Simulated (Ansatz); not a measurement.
Geometry optimisation, RKS B3LYP-D4/def2-SVP in Ansatz 0.2.0.

Input:

```yaml
crystal:
  periodic: [false, false, false]
  atoms:
    - { symbol: Sn, position_ang: [0.0, 0.0, 0.0] }
    - { symbol: H, position_ang: [1.2376, 0.0, 1.4939] }
    - { symbol: H, position_ang: [1.8209, 0.0, 0.6694] }
    - { symbol: Cl, position_ang: [-1.1351, 1.9666, -0.8025] }
    - { symbol: O, position_ang: [-0.9232, -1.5994, -0.6527] }
    - { symbol: H, position_ang: [-1.3778, -2.065, 0.1197] }
basis:
  gaussian: { orbitals: def2-SVP }
hamiltonian:
  xc: b3lyp
  dispersion: d4
relax:
  f_tol: 0.15
  max_steps: 25
  restrain:
    - { distance: [1, 2], at: 0.66, k: 30.0 }
    - { distance: [0, 1], at: 2.94, k: 30.0 }
    - { distance: [0, 2], at: 2.94, k: 30.0 }
```

Launched with:

```bash
$ ansatz run input.yaml --threads 1 --pin off --max-ram 2048MiB --backend cpu --events-out ev --progress --plain --runs-dir out
```

Question: Where does it end, and by what steps?

Answer: It converged. The restraints hold the end off the free minimum; the threshold counts their pulls, which the force column leaves out. Restrained pairs: H2–H3 (1.01 → 0.72 Å), Sn1–H2 (1.94 → 2.94 Å), Sn1–H3 (1.94 → 2.94 Å). After 14 steps the energy has fallen by 4.230 eV (the restraints' own energy left out); Sn1 moved furthest, 1.00 Å.

| step | energy less start (eV) | largest force component (eV/Å) | accepted |
| --- | --- | --- | --- |
| 0 | 0.0000 | 5.963 | yes |
| 1 | -1.4584 | 4.496 | yes |
| 2 | -2.1077 | 4.300 | yes |
| 3 | -2.9847 | 2.473 | yes |
| 4 | -3.6107 | 1.334 | yes |
| 5 | -3.8435 | 1.377 | yes |
| 6 | -3.9446 | 1.506 | yes |
| 7 | -4.0253 | 1.503 | yes |
| 8 | -4.0779 | 1.480 | yes |
| 9 | -4.1061 | 1.447 | yes |
| 10 | -4.1234 | 1.257 | yes |
| 11 | -4.1366 | 1.997 | yes |
| 12 | -4.2060 | 1.350 | yes |
| 13 | -4.1568 | 1.446 | no |
| 14 | -4.2300 | 1.419 | yes |

```xyz
6
Properties=species:S:1:pos:R:3
Sn 0.016 -0.130 -0.995
H 1.406 0.033 1.595
H 1.992 0.026 1.179
Cl -1.242 1.903 -0.665
O -1.389 -1.294 -0.144
H -1.160 -2.235 -0.142
```

The run took 46 s on 1 thread of Arm Neoverse V2 (shared host), peak memory 0.14 GiB.
